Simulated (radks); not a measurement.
Effect of the nuclear size on neutral selenium, [Ar] 3d10 4s2 4p4. All-electron calculation, Dirac Kohn-Sham, PBE, spin-unpolarised, spherical densities, finite nucleus; open shells are shared between the two j in proportion to 2j + 1; Fermi nuclear charge, rms radius 4.14 fm. Program: a radial shooting solver on a logarithmic mesh with Libxc functionals. The rms radius is varied about that value; shifts are against it.

\begin{tabular}{lrrrrrrr}
rms radius (fm) & total energy shift (eV) & density at nucleus (e/bohr^3) & 1s1/2 shift (meV) & 2s1/2 shift (meV) & 3s1/2 shift (meV) & 3p1/2 shift (meV) & 4s1/2 shift (meV) \\ \hline
3.4155 & -0.149 & 4.031e+04 & -63.4 & -6.31 & -0.972 & 0.093 & -0.090 \\
3.9868 & -0.0338 & 3.987e+04 & -14.3 & -1.43 & -0.220 & 0.021 & -0.020 \\
4.14 & 0 & 3.976e+04 & 0.000 & 0.000 & 0.000 & 0.000 & 0.000 \\
4.405 & 0.0613 & 3.958e+04 & 26.0 & 2.59 & 0.398 & -0.038 & 0.037 \\
5.0011 & 0.212 & 3.923e+04 & 89.9 & 8.95 & 1.38 & -0.131 & 0.128 \\
\end{tabular}

Slopes of the eigenvalues against <r^2> in GHz/fm^2, as finite differences over the two radii next to the reference (eigenvalue slopes, not the field-shift constants of lines): 1s1/2 2780, 2s1/2 277, 3s1/2 42.6, 3p1/2 -4.06, 4s1/2 3.95.
